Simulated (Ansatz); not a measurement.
Gas-phase electronic energies from Ansatz, PBE0-D4/def2-TZVP geometries. CCSD(T)/CBS is the MP2 limit (def2-TZVPP, def2-QZVPP) plus CCSD(T) − MP2 in def2-TZVPP, frozen cores. This one scheme is used for every species. One conformer a species, not always the lowest.

Reaction (formal exchange of groups at a B–Si bond): `C[SiH2]B(C)C` + `N[SiH3]` → `CB(C)[SiH2]N` + `C[SiH3]`

`C[SiH2]B(C)C`:

Cartesian coordinates in Å:
```
C 0.149 2.315 -0.901
Si 0.044 0.478 -1.286
B -0.059 -0.737 0.337
C -0.447 -2.237 0.134
C 0.266 -0.198 1.766
H 0.231 2.911 -1.812
H -0.739 2.650 -0.359
H 1.021 2.531 -0.278
H 1.252 0.076 -2.075
H -1.126 0.228 -2.185
H -1.545 -2.253 0.243
H -0.059 -2.907 0.907
H -0.240 -2.653 -0.854
H -0.109 -0.820 2.584
H 1.367 -0.228 1.835
H -0.005 0.846 1.942
```

`N[SiH3]`:

Z-matrix (Å, degrees):
```
Si
N 1 1.720
H 1 1.486 2 107.9
H 1 1.494 2 116.0 3 -120.3
H 1 1.486 2 107.9 3 119.4
H 2 1.007 1 119.6 3 -168.6
H 2 1.007 1 119.6 3 49.2
```

`CB(C)[SiH2]N`:

Z-matrix (Å, degrees):
```
C
B 1 1.562
H 1 1.093 2 115.0
H 1 1.094 2 114.7 3 -128.9
H 1 1.103 2 104.7 3 115.3
C 2 1.564 1 120.1 3 151.0
Si 2 2.030 1 121.4 3 -29.9
H 6 1.102 2 104.7 1 -87.9
H 6 1.093 2 115.9 1 155.8
H 6 1.095 2 114.0 1 27.2
N 7 1.734 2 119.4 1 8.6
H 7 1.495 2 109.0 1 130.4
H 7 1.497 2 107.1 1 -113.9
H 11 1.008 7 119.7 2 -59.9
H 11 1.007 7 118.9 2 80.6
```

`C[SiH3]`:

Z-matrix (Å, degrees):
```
C
Si 1 1.871
H 1 1.092 2 110.8
H 1 1.092 2 110.8 3 -120.0
H 1 1.092 2 110.8 3 120.0
H 2 1.488 1 110.7 3 -179.9
H 2 1.488 1 110.7 3 -59.9
H 2 1.488 1 110.7 3 60.1
```

```csv
species,CCSD/def2-TZVPP energy (Eh)
`C[SiH2]B(C)C`,-434.52698
`N[SiH3]`,-346.73355
`CB(C)[SiH2]N`,-450.58003
`C[SiH3]`,-330.67892
```

**Question.** Work out ΔE.

**Answer.** ΔE = (-450.58003) + (-330.67892) − (-434.52698) − (-346.73355) = 0.00158 Eh = +4.1 kJ/mol. CCSD(T)/CBS gives +4.5 kJ/mol.

Largest T1 diagnostic among the species: 0.011.
